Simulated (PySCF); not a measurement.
**Frontier orbitals and the lowest excitations**

Species: C9H17FSi.
Geometry (PBE0-D3(BJ)/def2-SVP, Å), atoms numbered from 1 in this order:
```xyz
28
C9H17FSi angstrom
F     -2.2938   -2.3244   -0.5930
C     -2.7598   -1.0678   -0.9187
C     -1.9119   -0.0062   -0.2800
Si    -0.0729   -0.0949   -0.6877
C      0.8527    1.4598   -0.1499
C      2.3675    1.2128   -0.1567
C      2.8092    0.0174    0.6889
C      2.3117   -1.3374    0.1839
C      0.7886   -1.4935    0.2309
C     -2.3002    0.4343    1.1120
C     -2.5760    1.3298   -0.0498
H     -2.7438   -0.9768   -2.0190
H     -3.8094   -0.9923   -0.5783
H      0.0751   -0.2814   -2.1707
H      0.5288    1.7249    0.8735
H      0.5955    2.3204   -0.7891
H      2.7091    1.0550   -1.1962
H      2.8928    2.1172    0.1951
H      3.9108    0.0013    0.7315
H      2.4681    0.1645    1.7309
H      2.7904   -2.1393    0.7719
H      2.6658   -1.4780   -0.8541
H      0.4644   -2.4687   -0.1644
H      0.4374   -1.4584    1.2786
H     -1.5089    0.7161    1.8135
H     -3.1449   -0.0772    1.5842
H     -1.9770    2.2370   -0.1695
H     -3.6152    1.4417   -0.3762
```

Computed, not measured: TDDFT wB97X-D/def2-SVPD, vertical, gas phase, core orbitals frozen in the response in PySCF.

Frontier orbitals with the atoms that hold most of them (Löwdin shares over 4%, at most four atoms; ? is withheld):

```csv
orbital,ε (eV),atoms
HOMO-3,-10.69,"C3 22%, C11 19%, C10 9%, C9 4%"
HOMO-2,-10.08,"Si4 15%, H14 14%, C10 13%, C5 11%"
HOMO-1,-9.74,?
HOMO,?,?
LUMO,2.27,"Si4 9%, C11 8%, C5 7%, H16 6%"
LUMO+1,2.47,"C11 11%, Si4 9%, H27 7%, H28 6%"
LUMO+2,2.65,"C2 13%, H13 8%, H26 8%, C10 8%"
```

Question: Give the leading atoms of the HOMO.

Answer: C9 (bonded to C, Si and 2 H) 21%; Si4 (bonded to 3 C and H) 16%; C5 (bonded to C, Si and 2 H) 15%; C8 (bonded to 2 C and 2 H) 8%. By element: carbon 44% or more, silicon 16%.

Question: Which atoms hold the HOMO-1, and with what shares?

Answer: C3 (bonded to 3 C and Si) 22%; Si4 (bonded to 3 C and H) 14%; C10 (bonded to 2 C and 2 H) 12%; C11 (bonded to 2 C and 2 H) 8%. By element: carbon 42% or more, silicon 14%.

Question: What is the HOMO energy, and the HOMO–LUMO gap?

Answer: ε(HOMO) = -9.38 eV; the gap is 11.65 eV (0.4281 hartree).

Question: The HOMO–LUMO gap is 11.65 eV. Where does the response calculation put the lowest singlet, and from which orbitals?

Answer: S1 is at 7.76 eV (f = 0.0032), 3.89 eV below the gap, made of HOMO→LUMO (63%), HOMO→LUMO+1 (14%). 

Next come S2 at 7.96 eV (f 0.014), HOMO→LUMO+1 (51%), HOMO-1→LUMO (10%); S3 at 8.16 eV (f 0.0049), HOMO-1→LUMO+1 (53%); S4 at 8.23 eV (f 0.011), HOMO→LUMO+3 (47%), HOMO-1→LUMO (20%); S5 at 8.29 eV (f 0.015), HOMO→LUMO+2 (24%), HOMO→LUMO+3 (17%), HOMO→LUMO+4 (16%).

Hardware: an Intel Xeon at 2.80 GHz with 2 threads, no GPU, shared host. Cost: 2.2 min wall, 4.7 min CPU (grids of density and orbitals included), 2.2 GiB resident at most.

One conformer stands for the species.

Without π bonds the low states are Rydberg-like; a valence basis with one diffuse set may place them up to an eV too high.
